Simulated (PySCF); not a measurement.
C₃H₆Cl₂Si. Atoms are numbered in the order given.

```xyz
12

C     -3.7219    -0.2066     0.0000
C     -2.3294     0.3422     0.0000
C     -1.1968    -0.3812     0.0000
Si     0.4624     0.4227     0.0000
Cl     1.5434    -0.1558    -1.6752
Cl     1.5434    -0.1558     1.6752
H     -4.2804     0.1488     0.8834
H     -3.7297    -1.3065     0.0000
H     -4.2804     0.1488    -0.8834
H     -2.2579     1.4395     0.0000
H     -1.2611    -1.4771     0.0000
H      0.3477     1.8994     0.0000
```
Charge 0, spin multiplicity 1.

Geometry optimised at B3LYP-D3(BJ)/def2-SVP. The structure was generated by enumeration; whether it is a known compound was not checked. One conformer was computed; it need not be the lowest.

These are PySCF with PBE/def2-TZVP values and carry that method's errors.

The molecule is in vacuum.

Computed frontier levels, gap, dipole moment and polarisability:
| Quantity | Result |
|---|---|
| highest occupied level | -6.90 eV |
| lowest empty level | -1.84 eV |
| orbital gap | 5.06 eV |
| dipole moment | 3.08 D |
| quadrupole, principal values (traceless, Buckingham form, about the centre of nuclear charge) | -6.53, 1.24, 5.29 D·Å |
| mean static polarisability | 89.4 bohr³ (13.24 Å³) |
| polarisability, principal values | 71.2, 80.3, 116.7 bohr³ |
